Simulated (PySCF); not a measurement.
## Ionising HgO

PBE0; PySCF, scalar-relativistic core potentials, basis sets Hg cc-pVDZ-PP with ECP60, O cc-pVDZ. Neutral (UKS): triplet (σ ↑, π ↑), Re = 2.225 Å, ωe = 252 cm⁻¹, De = 0.34 eV, HOMO -7.35 eV, LUMO -3.68 eV.

HgO⁺ (UKS): doublet (π ↑), Re = 1.993 Å, ωe = 486 cm⁻¹, De = 0.95 eV to Hg⁺ + O. The energies at the minima are -228.50449 hartree for HgO and -228.15040 for HgO⁺.

Question: Work out the adiabatic ionisation energy, without and with harmonic zero-point energies (1 hartree = 27.2114 eV, 1 eV = 8065.5 cm⁻¹), and the change of the bond length.

Answer: At PBE0: 0.35409 hartree = 9.635 eV between the minima; the zero-point term (486.0 − 252.0)/2 cm⁻¹ = +0.015 eV makes it 9.650 eV. Re changes by -23.2 pm against the neutral. The electron leaves a σ orbital, and the shorter bond of the ion fits an antibonding orbital, or a change in how ionic the bond is.

Weak bonds: HgO. Basis-set superposition, not corrected here, can be much of De in a small basis, most of all at correlated wavefunction levels. These are scalar-relativistic numbers at best; spin–orbit coupling would shift them, the dissociation energy most. For an ion De counts to the pair picked by the measured ionisation energies or electron affinities, which need not be the lowest pair at this level. States were picked by a PBE0 search and need not be the measured ground states.
